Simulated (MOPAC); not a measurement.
A run for MOPAC: AM1 on GaH3O2 (SMILES [OH][GaH][OH]), a point of a torsion scan.

```
AM1 1SCF PRECISE CHARGE=0 THREADS=1
GaH3O2

O     -1.49080208 1    -0.34399522 1     0.24807137 1
Ga     0.14570079 1     0.11336788 1     0.10705524 1
O      1.19101511 1    -0.70925993 1     1.20248440 1
H     -2.22384522 1    -0.72081432 1    -0.22596912 1
H      0.56932480 1     1.21156671 1    -0.84235017 1
H      2.11720340 1    -0.61058094 1     1.40522788 1
```

The log:

```
*******************************************************************************
 **                                                                           **
 **                              MOPAC v23.2.5                                **
 **                                                                           **
 *******************************************************************************
 ** MOPAC's Digital Object Identifier: https://doi.org/10.5281/zenodo.6511958 **
 **                                                                           **
 ** Please cite the open-source release paper for use of this MOPAC version:  **
 ** J. E. Moussa and J. J. P. Stewart (2026)                                  **
 ** MOPAC: An open-source semiempirical molecular orbital program             **
 ** J. Open Source Softw., 11(119), 8025, https://doi.org/10.21105/joss.08025 **
 *******************************************************************************

                              AM1 CALCULATION RESULTS

 *******************************************************************************
 *  AM1        - The AM1 Hamiltonian to be used
 *
 *
 *
 *                 CHARGE ON SYSTEM = 0
 *
 *
 *
 *  PRECISE    - TIGHTER CRITERIA TO BE USED
 *  1SCF       - DO 1 SCF AND THEN STOP
 *  THREADS=1  - MULTI-THREADING NOT USED
 *  T=         - A TIME OF 172800.0 SECONDS REQUESTED
 *  DUMP=N     - RESTART FILE WRITTEN EVERY 7200.0 SECONDS REQUESTED
 *******************************************************************************
AM1 1SCF PRECISE CHARGE=0 THREADS=1
 GaH3O2

   ATOM   CHEMICAL          X               Y               Z
  NUMBER   SYMBOL      (ANGSTROMS)     (ANGSTROMS)     (ANGSTROMS)

     1       O         -1.49080208  *  -0.34399522  *   0.24807137  *
     2      Ga          0.14570079  *   0.11336788  *   0.10705524  *
     3       O          1.19101511  *  -0.70925993  *   1.20248440  *
     4       H         -2.22384522  *  -0.72081432  *  -0.22596912  *
     5       H          0.56932480  *   1.21156671  *  -0.84235017  *
     6       H          2.11720340  *  -0.61058094  *   1.40522788  *



          CARTESIAN COORDINATES

    NO.       ATOM           X           Y           Z

     1         O         -1.4908     -0.3440      0.2481
     2        Ga          0.1457      0.1134      0.1071
     3         O          1.1910     -0.7093      1.2025
     4         H         -2.2238     -0.7208     -0.2260
     5         H          0.5693      1.2116     -0.8424
     6         H          2.1172     -0.6106      1.4052

  H: (AM1): M.J.S. DEWAR ET AL, J. AM. CHEM. SOC. 107 3902-3909 (1985)
  O: (AM1): M.J.S. DEWAR ET AL, J. AM. CHEM. SOC. 107 3902-3909 (1985)
 Ga: (AM1): J. J. P. STEWART, J. MOL. MOD., 10, 155-164 (2004)

           Empirical Formula: H3 O2 Ga  =     6 atoms



      MOLECULAR POINT GROUP   :   C1


      RHF CALCULATION, NO. OF DOUBLY OCCUPIED LEVELS = 9


 -------------------------------------------------------------------------------
 AM1 1SCF PRECISE CHARGE=0 THREADS=1
 GaH3O2



     1SCF WAS SPECIFIED, SO BFGS WAS NOT USED
     SCF FIELD WAS ACHIEVED


                              AM1 CALCULATION
                                                       MOPAC v23.2.5 Linux




          FINAL HEAT OF FORMATION =        -17.43820 KCAL/MOL =     -72.96144 KJ/MOL


          COSMO AREA              =         88.65 SQUARE ANGSTROMS
          COSMO VOLUME            =         69.12 CUBIC ANGSTROMS

          IONIZATION POTENTIAL    =         10.849119 EV
          HOMO LUMO ENERGIES (EV) =        -10.849 -1.627
          NO. OF FILLED LEVELS    =          9
          MOLECULAR WEIGHT        =        104.7575         POINT GROUP:  C1

          MOLECULAR DIMENSIONS (Angstroms)

            Atom       Atom       Distance
            H     6    H     4     4.63871
            H     5    O     3     2.58493
            H     4    O     1     0.37412


          SCF CALCULATIONS        =          1





   ATOM   CHEMICAL          X               Y               Z
  NUMBER   SYMBOL      (ANGSTROMS)     (ANGSTROMS)     (ANGSTROMS)

     1       O         -1.49080208  *  -0.34399522  *   0.24807137  *
     2      Ga          0.14570079  *   0.11336788  *   0.10705524  *
     3       O          1.19101511  *  -0.70925993  *   1.20248440  *
     4       H         -2.22384522  *  -0.72081432  *  -0.22596912  *
     5       H          0.56932480  *   1.21156671  *  -0.84235017  *
     6       H          2.11720340  *  -0.61058094  *   1.40522788  *

                             CARTESIAN COORDINATES

   1    O       -1.490802080    -0.343995220     0.248071370
   2   Ga        0.145700790     0.113367880     0.107055240
   3    O        1.191015110    -0.709259930     1.202484400
   4    H       -2.223845220    -0.720814320    -0.225969120
   5    H        0.569324800     1.211566710    -0.842350170
   6    H        2.117203400    -0.610580940     1.405227880


           Empirical Formula: H3 O2 Ga  =     6 atoms



      MOLECULAR POINT GROUP   :   C1


                  EIGENVALUES
 -35.96650 -34.62426 -17.80052 -16.89939 -13.82692 -13.51812 -12.93895 -11.45119
 -10.84912  -1.62731  -0.07612   0.01419   0.51098   5.87727   6.24167


              NET ATOMIC CHARGES AND DIPOLE CONTRIBUTIONS

  ATOM NO.   TYPE          CHARGE      No. of ELECS.   s-Pop       p-Pop
    1          O          -0.566113        6.5661     1.81270     4.75341
    2         Ga           0.707651        2.2923     0.26310     2.02925
    3          O          -0.513820        6.5138     1.83932     4.67450
    4          H           0.252935        0.7471     0.74707
    5          H          -0.105589        1.1056     1.10559
    6          H           0.224936        0.7751     0.77506
 DIPOLE           X         Y         Z       TOTAL
 POINT-CHG.     0.907     0.921    -1.607     2.063
 HYBRID         0.134    -0.012    -0.271     0.303
 SUM            1.041     0.909    -1.879     2.332


          ATOMIC ORBITAL ELECTRON POPULATIONS

     Atom    s        px        py        pz
    1  O   1.81270   1.41219   1.71292   1.62830
    2 Ga   0.26310   0.48406   0.81922   0.72597
    3  O   1.83932   1.27868   1.70520   1.69062
    4  H   0.74707
    5  H   1.10559
    6  H   0.77506

 **********************
 *                    *
 * JOB ENDED NORMALLY *
 *                    *
 **********************




 == MOPAC DONE ==
```

The run finished.

Cost: around 0.020 core-seconds (rough).
